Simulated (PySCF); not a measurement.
## Frontier orbitals and the lowest excitations

Species: C5H6ClF3O.
Numbering: `[CH3:1][C@@H:2]([CH2:3][C:4]([F:5])([F:6])[F:7])[C:8](=[O:9])[Cl:10]` (hydrogens: H11, H12, H13 on C1; H14 on C2; H15, H16 on C3)

Method: TDDFT CAM-B3LYP/def2-SVPD, vertical, gas phase, core orbitals frozen in the response (PySCF 2.14.0, density-fitted response routines). Geometry: PBE0-D3(BJ)/def2-SVP, one conformer, isolated molecule. Torsions of this conformer, `[CH3:1][C@@H:2]([CH2:3][C:4]([F:5])([F:6])[F:7])[C:8](=[O:9])[Cl:10]`: C1–C2–C3–C4 -160°, C2–C3–C4–F5 -177°, C1–C2–C8–O9 -98°.

Kohn–Sham orbitals with the atoms that hold most of them (Löwdin shares over 4%, at most four atoms; ? is withheld):

```tsv
orbital	ε (eV)	atoms
HOMO-3	-12.15	C2 16%, C1 16%, C3 15%, C4 10%
HOMO-2	-10.99	Cl10 75%, O9 11%, C8 9%
HOMO-1	-10.88	?
HOMO	?	?
LUMO	-0.23	C8 40%, O9 32%, Cl10 11%, C2 6%
LUMO+1	0.99	C1 17%, Cl10 15%, C3 8%, C8 7%
LUMO+2	1.23	Cl10 53%, C8 17%, H15 5%, O9 5%
```

(1) Give the leading atoms of the HOMO.

(2) Give the leading atoms of the HOMO-1.

(3) What is the HOMO energy, and the HOMO–LUMO gap?

Answers

(1) O9 (bonded to C) 52%; Cl10 (bonded to C) 25%; C2 (bonded to 3 C and H) 8%; C8 (bonded to C, Cl and O) 8%. By element: oxygen 52%, chlorine 25%, carbon 17% or more.

(2) Cl10 (bonded to C) 78%; C8 (bonded to C, Cl and O) 8%; C2 (bonded to 3 C and H) 6%. By element: chlorine 78%, carbon 14% or more.

(3) ε(HOMO) = -10.24 eV; the gap is 10.01 eV (0.3679 hartree).

**Question.** The HOMO–LUMO gap is 10.01 eV. Where does the response calculation put the lowest singlet, and from which orbitals?

**Answer.** S1 is at 5.17 eV (f = 0.0005), 4.84 eV below the gap, made of HOMO→LUMO (96%). Without the coupling terms of the response equations the lowest excitation would equal the gap.

**Question.** One configuration dominates each of S1, S2 and S3. Which, and how do the shares of the two leading atoms of either orbital change from the occupied to the empty one?

**Answer.** 
- S1 (5.17 eV, f 0.0005), HOMO→LUMO (96%): O9 52% → 32%, Cl10 25% → 11%, C8 8% → 40%; low, almost dark, from the terminal oxygen into the C=O bond, the pattern of n→π*
- S2 (6.67 eV, f 0.0003), HOMO-1→LUMO (93%): Cl10 78% → 11%, C8 8% → 40%, O9 at most 4% → 32%
- S3 (7.04 eV, f 0.0088), HOMO-2→LUMO (75%): Cl10 75% → 11%, O9 11% → 32%, C8 9% → 40%

Löwdin shares depend on the basis, the more so with diffuse functions.
